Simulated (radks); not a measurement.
Coulomb parameter of the 4d shell of the niobium ion Nb+ in the model configuration [Kr] 4d3 5s1, as a second difference U = [E(n + 0.5) + E(n - 0.5) - 2 E(n)] / (0.5)^2 with all orbitals relaxed. "Bare": the charge of the atom changes with n. "Screened": the 5s shell takes up the change at fixed total charge, which measures U(4d,4d) + U(5s,5s) - 2 U(4d,5s). Calculated with a radial shooting solver on a logarithmic mesh with Libxc functionals: Dirac Kohn-Sham, PBE, spin-unpolarised, spherical densities, finite nucleus; open shells are shared between the two j in proportion to 2j + 1; Fermi nuclear charge, rms radius 4.324 fm.

case              configuration  E - E(n) (eV)
start              [Kr] 4d3 5s1          0.000
bare +0.5        [Kr] 4d3.5 5s1         -4.557
bare -0.5        [Kr] 4d2.5 5s1          6.929
screened +0.5  [Kr] 4d3.5 5s0.5         -0.317
screened -0.5  [Kr] 4d2.5 5s1.5          0.595

U(bare) = 9.488 eV, U(screened by 5s) = 1.113 eV.
